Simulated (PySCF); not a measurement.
An excited-state job on `CCc1cccc2[se]c(C)cc12`.

Method: TDDFT PBE0/def2-SVPD, vertical, gas phase, core orbitals frozen in the response (PySCF 2.14.0, density-fitted response routines). Geometry: PBE0-D3(BJ)/def2-SVP. A driver script takes a list of jobs; this job's settings line and coordinates (Å) are shown.

Command:
```bash
OMP_NUM_THREADS=2 python probes_run.py task.json out
```

Input:
```
{"job": {"kind": "uv", "xc": "PBE0", "basis": "def2-SVPD", "ip": false}, "charge": 0, "multiplicity": 1}
C     -2.357137     1.212452     1.020497
C     -2.097059     0.641365    -0.372097
C     -1.142350    -0.522260    -0.360873
C     -1.608315    -1.832129    -0.430527
C     -0.740166    -2.931226    -0.374817
C      0.629635    -2.744993    -0.246738
C      1.112659    -1.437478    -0.179571
Se     2.905274    -0.906399    -0.015065
C      2.300743     0.878113    -0.037933
C      3.261685     2.013769     0.045402
C      0.947917     0.943672    -0.153129
C      0.251303    -0.316394    -0.233720
H     -3.030063     2.082583     0.975555
H     -1.421482     1.530561     1.504941
H     -2.821491     0.456693     1.671940
H     -1.709147     1.434497    -1.033010
H     -3.050134     0.314461    -0.817118
H     -2.683393    -2.004546    -0.532452
H     -1.145262    -3.944081    -0.434713
H      1.308298    -3.599447    -0.203157
H      3.922306     1.928227     0.922464
H      2.716546     2.965500     0.122340
H      3.907292     2.064179    -0.846698
H      0.430965     1.905201    -0.183161
```

Problem. What does the run print?

Solution. 
```
coarse grid: 93976 points
cycle   1  E = -2826.5380749511  dE =  9.433e-01  |g| = 4.503e-01  |ddm| = 2.240e+01
cycle   2  E = -2826.5145515573  dE =  2.352e-02  |g| = 5.378e-01  |ddm| = 4.696e+00
cycle   3  E = -2826.5898329209  dE = -7.528e-02  |g| = 1.185e-01  |ddm| = 2.804e+00
cycle   4  E = -2826.5935060908  dE = -3.673e-03  |g| = 5.076e-02  |ddm| = 6.490e-01
cycle   5  E = -2826.5941301576  dE = -6.241e-04  |g| = 1.503e-02  |ddm| = 2.094e-01
cycle   6  E = -2826.5941965154  dE = -6.636e-05  |g| = 4.320e-03  |ddm| = 7.743e-02
cycle   7  E = -2826.5942003632  dE = -3.848e-06  |g| = 1.129e-03  |ddm| = 1.657e-02
final grid: 200832 points
cycle   8  E = -2826.5942616496  dE =  5.137e-07  |g| = 1.946e-03  |ddm| = 4.077e-02
cycle   9  E = -2826.5942590256  dE =  2.624e-06  |g| = 3.624e-03  |ddm| = 1.867e-02
cycle  10  E = -2826.5942626659  dE = -3.640e-06  |g| = 2.689e-04  |ddm| = 1.372e-02
cycle  11  E = -2826.5942626844  dE = -1.845e-08  |g| = 3.302e-05  |ddm| = 1.416e-03
cycle  12  E = -2826.5942626846  dE = -2.497e-10  |g| = 1.624e-05  |ddm| = 2.164e-04
converged SCF energy = -2826.5942626846

Static polarisability (au): isotropic 158.535, principal 97.318 169.944 208.342

Singlet excitations
state   eV       nm        f      main configurations
  1   4.4264    280.1   0.11131   H->L 0.77, H-1->L+1 0.09, H-1->L 0.08
  2   4.6208    268.3   0.00133   H->L+2 0.86
  3   4.8005    258.3   0.03956   H->L+1 0.47, H-1->L 0.33, H->L 0.11
  4   5.1689    239.9   0.01524   H-1->L+2 0.85
  5   5.2474    236.3   0.20356   H-1->L 0.47, H->L+1 0.31
  6   5.5848    222.0   0.28159   H-1->L+1 0.62, H-2->L 0.10
  7   5.6670    218.8   0.00760   H->L+3 0.96
  8   5.9974    206.7   0.04184   H-2->L 0.50, H->L+4 0.31, H->L+5 0.09
  9   6.0900    203.6   0.02309   H->L+5 0.42, H->L+4 0.36, H-1->L+3 0.10
 10   6.1832    200.5   0.02852   H-1->L+3 0.30, H->L+5 0.19, H->L+6 0.18

Triplet excitations (Tamm-Dancoff, eV): 3.2586 3.9396 4.0134 4.3321
```

The SCF starts on a coarse grid where the log names one; the energy can jump when the final grid takes over, and dE then counts from the start density on the new grid. H and L stand for HOMO and LUMO; the number after each pair is its weight.

Problem. Give S1 in cm⁻¹ and kJ/mol.

Solution. 4.4264 eV × 8065.54 = 35701 cm⁻¹; × 96.485 = 427.1 kJ/mol.

Problem. Give the mean polarisability as a volume in Å³, and the ratio of the largest to the smallest principal value.

Solution. 158.535 au × 0.148185 = 23.49 Å³; 208.342/97.318 = 2.14.

Main results: HOMO -6.06 eV, LUMO -0.82 eV; lowest singlet 4.43 eV; lowest triplet 3.26 eV (Tamm–Dancoff); mean polarisability 158.5 au.

 Relativistic effects, spin–orbit coupling among them, are left out although an element past zinc is present.

Hardware: 2 threads of an AMD EPYC 9B45 (shared host). Cost: 62 s wall, 2.4 min CPU (grids of density and orbitals included), 2.5 GiB resident at most.

One conformer stands for the species.
Labels such as C1 count atoms from 1, the log's own numbers from 0.
